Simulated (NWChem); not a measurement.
# Atomisation of CH2Cl3FSi

```xyz
8

F      2.3407     1.1881     0.0000
C      1.8618    -0.1078     0.0000
Si    -0.0290    -0.1145     0.0000
Cl    -0.7515     0.8339     1.6772
Cl    -0.7515     0.8339    -1.6772
Cl    -0.6321    -2.0889     0.0000
H      2.2337    -0.6426     0.8930
H      2.2337    -0.6426    -0.8930
```
Charge 0, spin multiplicity 1.

Everything below was run with NWChem. The geometry was optimised at B3LYP/def2-SVP, a minimum by its harmonic frequencies.

Basis set: def2-SVP. The atomisation energy is electronic alone: no zero-point, thermal, spin-orbit or counterpoise terms. No value is extrapolated to the basis-set limit. Free atoms are single determinants with multiplicities F 2, C 3, Si 3, Cl 2, H 2. Correlated methods freeze the same cores in atoms and molecule, 22 orbitals in all.

```csv
method,atomisation energy (kcal/mol),relative cost
MP2,642.5,3
CAM-B3LYP,663.2,9
PBE,686.5,under 3
M06-2X,675.2,under 3
B3LYP,655.1,under 3
r2SCAN,676.7,3
PBE0,671.2,under 3
HF,488.0,1
```

The values span 198.5 kcal/mol, from HF (lowest) to PBE (highest). Costs are rough ratios of processor time within this set of runs, SCF included, with HF as 1. Costs are the molecule's.

B3LYP has NWChem's definition, with VWN1-RPA local correlation. GW and range-separated runs recompute their integrals, the others keep them in memory, which bears on the times. The structure started from a generated list of species. No SCF solution was tested for a lower state. Open-shell Hartree-Fock references start from PBE0 orbitals; any time given for them includes that run.
